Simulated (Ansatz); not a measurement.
Basis-set extrapolation for CH$_{5}$B$_{2}$N, SMILES `BC=NB` (PBE0-D4/def2-TZVP geometry, frozen core, the Gaussian-basis code of Ansatz). Multiplicity 1, RHF reference.

|  | def2-TZVPP | def2-QZVPP |
| --- | --- | --- |
| HF | -144.619086 | -144.625904 |
| MP2 correlation | -0.558296 | -0.594937 |
| CCSD(T) correlation | -0.622645 | not run |

Energies in hartree. Use E(X) = E(∞) + A·exp(−7.88·√X) for Hartree–Fock and E(X) = E(∞) + B·X^(−2.97) for correlation, with X = 3 and 4, and add CCSD(T) minus MP2 of the smaller set to the MP2 limit.

**Question.** What is the CCSD(T) energy at the basis-set limit?

**Answer.** HF limit: -144.625904 + (-0.006818) × 0.13774 = -144.62684. MP2 limit: -0.594937 + (-0.036641) × 0.74074 = -0.62208. Higher-order term: -0.622645 − (-0.558296) = -0.06435. Total: -145.31327 hartree, 187.8 kJ/mol below CCSD(T)/def2-TZVPP.
